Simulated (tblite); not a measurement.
C7H11OP.
Z-matrix (Å and degrees, GFN2-xTB geometry), rows numbered from 1:
```
C 
C   1  1.5223
P   2  1.8688  1  116.93
C   3  1.8520  2  100.35  1   -49.46
C   3  1.8148  2   98.43  1    51.27
C   5  1.4260  3  125.66  2    59.68
C   6  1.3568  5  106.20  3   175.69
O   7  1.3441  6  110.74  5    -0.67
C   8  1.3438  7  106.96  6     0.10
H   1  1.0889  2  109.83  3  -172.77
H   1  1.0870  2  111.21  3    67.80
H   1  1.0884  2  110.81  3   -53.19
H   2  1.0941  1  110.41  3  -121.63
H   2  1.0937  1  109.95  3   120.57
H   4  1.0888  3  108.38  2   -62.42
H   4  1.0882  3  108.58  2  -179.89
H   4  1.0873  3  111.95  2    59.16
H   6  1.0709  5  126.64  3    -4.65
H   7  1.0723  6  132.05  5   179.24
H   9  1.0717  5  131.97  3     4.35
```

All values are computed: GFN2-xTB (tblite) harmonic vibrations without scaling, gas phase. Errors from tens to a few hundred cm⁻¹ against measured bands are possible. One conformer, not necessarily the lowest.

Harmonic wavenumbers (cm⁻¹): 39.5, 71.1, 112.9, 160.9, 182.9, 221.6, 256.8, 269.2, 302.6, 374.4, 460.8, 595.5, 612.5, 652.4, 719.5, 750.0, 754.7, 778.1, 831.4, 851.7, 868.0, 877.5, 928.6, 1001.8, 1017.6, 1039.1, 1068.1, 1069.0, 1158.2, 1199.2, 1204.9, 1231.2, 1269.6, 1309.9, 1344.7, 1407.5, 1445.8, 1451.2, 1458.6, 1462.6, 1498.4, 1508.0, 1554.6, 2940.7, 2958.0, 3007.3, 3013.3, 3014.8, 3017.5, 3027.8, 3042.0, 3162.8, 3172.0, 3182.8.

A = 2323, B = 993.3, C = 869.5 MHz; mass 142.055 u (most abundant isotopes); point group C1, symmetry number 1.

Q: What is the zero-point energy?

A: Half the sum of the wavenumbers: 35456 cm⁻¹ = 101.37 kcal/mol.

Q: Entropy at 298.15 K, 1 bar (ideal gas, RRHO, classical rotation)?

A: Translation 40.79, rotation 29.46, vibration 29.73: S = 100.0 cal/(mol K).

Q: And Cp and H(298.15 K) − H(0)?

A: Cp = 39.65 cal/(mol K), of which vibrations give 31.70 (their classical limit is 54 R = 107.3); H(298.15 K) − H(0) = 7.06 kcal/mol without the zero-point energy, 4.69 from vibrations.

Q: Blend soft modes into free rotors: weight 1/[1 + (100 cm⁻¹/ν̃)⁴] for the oscillator and the rest for a rotor with moment μB/(μ + B), μ = h/(8π²ν), B = 10⁻⁴⁴ kg m². What vibrational entropy results?

A: 27.34 cal/(mol K) in place of 29.73, which changes −T·S at 298.15 K by +0.71 kcal/mol.

Q: What must be added to the electronic energy to get the Gibbs energy at 298.15 K and 1 bar?

A: ZPE + [H(298.15 K) − H(0)] − T·S = 101.37 + 7.06 − 29.81 = 78.62 kcal/mol.

Q: Which modes carry the vibrational entropy at 298.15 K?

A: 39.5 cm⁻¹: 5.28; 71.1 cm⁻¹: 4.12; 112.9 cm⁻¹: 3.22; 160.9 cm⁻¹: 2.54; 182.9 cm⁻¹: 2.30; 221.6 cm⁻¹: 1.95 cal/(mol K); the other 48 give 10.32 together.

Q: How do the functions run with temperature in this model?

A: 
| T (K) | S (cal/(mol K)) | Cp (cal/(mol K)) | H − H(0) (kcal/mol) | G − H(0) (kcal/mol) | ln q(vib) |
| --- | --- | --- | --- | --- | --- |
| 100 | 70.3 | 19.0 | 1.31 | -5.72 | 1.79 |
| 200 | 86.5 | 28.9 | 3.70 | -13.59 | 4.44 |
| 300 | 100.2 | 39.9 | 7.13 | -22.93 | 7.09 |
| 500 | 125.5 | 59.7 | 17.19 | -45.55 | 12.42 |
| 800 | 158.0 | 78.5 | 38.19 | -88.24 | 20.20 |
| 1000 | 176.5 | 86.5 | 54.73 | -121.72 | 25.06 |

q(vib) and H(0) count from the zero-point level.

Hindered rotation and anharmonicity are outside this model. Other conformers, if any are populated, would add a mixing term that is left out. The structure is chiral; the term R ln 2 for an equal mix with its mirror image is left out.
